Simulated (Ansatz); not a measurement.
Reaction (redistribution): `S[SiH2]BCl` + `[AlH2][SiH2][GeH3]` → `S[SiH2][SiH2][GeH3]` + `[AlH2][BH]Cl`

Program: Ansatz. Geometries: PBE0-D4/def2-TZVP. ΔE: electronic, gas phase. CCSD(T)/CBS is the MP2 limit (def2-TZVPP, def2-QZVPP) plus CCSD(T) − MP2 in def2-TZVPP, frozen cores. Functionals use def2-TZVPP. B3LYP here is the variant with VWN-RPA as its local correlation; programs differ in this. For Ge outer-core shells are correlated without core-valence functions, which leaves a few kJ/mol of doubt a bond. Scalar relativity is left out up to krypton. One conformer a species, not always the lowest.

```json
{"level": "PBE-D4", "ΔE (kJ/mol)": "19.0", "difference from CCSD(T)/CBS": "3.7"}
{"level": "r2SCAN-D4", "ΔE (kJ/mol)": "19.9", "difference from CCSD(T)/CBS": "4.6"}
{"level": "PBE0-D4", "ΔE (kJ/mol)": "17.9", "difference from CCSD(T)/CBS": "2.6"}
{"level": "B3LYP-D4", "ΔE (kJ/mol)": "16.2", "difference from CCSD(T)/CBS": "0.9"}
{"level": "ωB97X-V", "ΔE (kJ/mol)": "15.4", "difference from CCSD(T)/CBS": "0.1"}
{"level": "ωB97M-V", "ΔE (kJ/mol)": "15.0", "difference from CCSD(T)/CBS": "-0.3"}
{"level": "B2PLYP", "ΔE (kJ/mol)": "18.4", "difference from CCSD(T)/CBS": "3.1"}
{"level": "PBE", "ΔE (kJ/mol)": "21.1", "difference from CCSD(T)/CBS": "5.8"}
{"level": "r2SCAN", "ΔE (kJ/mol)": "20.6", "difference from CCSD(T)/CBS": "5.3"}
{"level": "PBE0", "ΔE (kJ/mol)": "19.8", "difference from CCSD(T)/CBS": "4.5"}
{"level": "B3LYP", "ΔE (kJ/mol)": "19.5", "difference from CCSD(T)/CBS": "4.2"}
{"level": "HF/def2-TZVPP", "ΔE (kJ/mol)": "17.7", "difference from CCSD(T)/CBS": "2.4"}
{"level": "MP2/def2-TZVPP", "ΔE (kJ/mol)": "17.2", "difference from CCSD(T)/CBS": "1.9"}
{"level": "SCS-MP2/def2-TZVPP", "ΔE (kJ/mol)": "16.9", "difference from CCSD(T)/CBS": "1.6"}
{"level": "CCSD/def2-TZVPP", "ΔE (kJ/mol)": "17.2", "difference from CCSD(T)/CBS": "1.9"}
{"level": "CCSD(T)/def2-TZVPP", "ΔE (kJ/mol)": "17.4", "difference from CCSD(T)/CBS": "2.1"}
{"level": "HF/def2-QZVPP", "ΔE (kJ/mol)": "17.0", "difference from CCSD(T)/CBS": "1.7"}
{"level": "MP2/def2-QZVPP", "ΔE (kJ/mol)": "15.8", "difference from CCSD(T)/CBS": "0.5"}
{"level": "SCS-MP2/def2-QZVPP", "ΔE (kJ/mol)": "15.5", "difference from CCSD(T)/CBS": "0.2"}
{"level": "HF/CBS(def2)", "ΔE (kJ/mol)": "16.9", "difference from CCSD(T)/CBS": "1.6"}
{"level": "MP2/CBS(def2)", "ΔE (kJ/mol)": "15.2", "difference from CCSD(T)/CBS": "-0.1"}
{"level": "CCSD/CBS(def2)", "ΔE (kJ/mol)": "15.2", "difference from CCSD(T)/CBS": "-0.1"}
{"level": "CCSD(T)/CBS", "ΔE (kJ/mol)": "15.3", "difference from CCSD(T)/CBS": "0"}
```

Largest T1 diagnostic among the species: 0.013.

The D4 term adds −3.3 kJ/mol with B3LYP and −1.9 kJ/mol with PBE0; it sums over pairs of atoms, weighted by their polarisabilities, and B3LYP, whose exchange is more repulsive, gets the larger term.
